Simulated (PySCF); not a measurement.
**As⁺ (arsenic, charge +1) across methods**

[Ar] 3d10 4s2 4p1 5s1, high-spin 3P determinant (an excited configuration). All numbers are calculated (PySCF 2.14, no relativity, point nucleus, in dyall-av2z (16s12p8d, 92 functions)).

| method | E (hartree) | mean ε 4s β (eV) | mean ε 4p α (eV) | mean ε 5s α (eV) | Σ⟨r²⟩ (bohr²) | ⟨S²⟩ |
| --- | --- | --- | --- | --- | --- | --- |
| PBE0 | -2234.844 | -27.271 | -18.615 | -7.493 | 49.05 | 2.003 |
| PBE | -2234.791 | -26.133 | -17.301 | -7.068 | 48.75 | 2.002 |
| revPBE | -2234.955 | -25.993 | -17.286 | -7.059 | 48.86 | 2.002 |
| r2SCAN | -2235.087 | -26.464 | -17.775 | -7.057 | 49.01 | 2.004 |
| UHF | -2233.51262 | -29.559 | -21.878 | -8.359 | 50.21 | 2.009 |
| M06-2X | -2235.165 | -27.629 | -19.631 | -8.056 | 49.14 | 2.004 |
| r2SCAN0 | -2235.075 | -27.547 | -18.955 | -7.462 | 49.14 | 2.005 |
| HSE06 | -2234.833 | -27.010 | -18.189 | -7.163 | 49.02 | 2.002 |
| LDA | -2231.838 | -26.554 | -17.321 | -7.110 | 48.41 | 2.001 |

The outer electron is Rydberg-like, and this basis confines it to a smaller radius and binds it less than a complete one would.
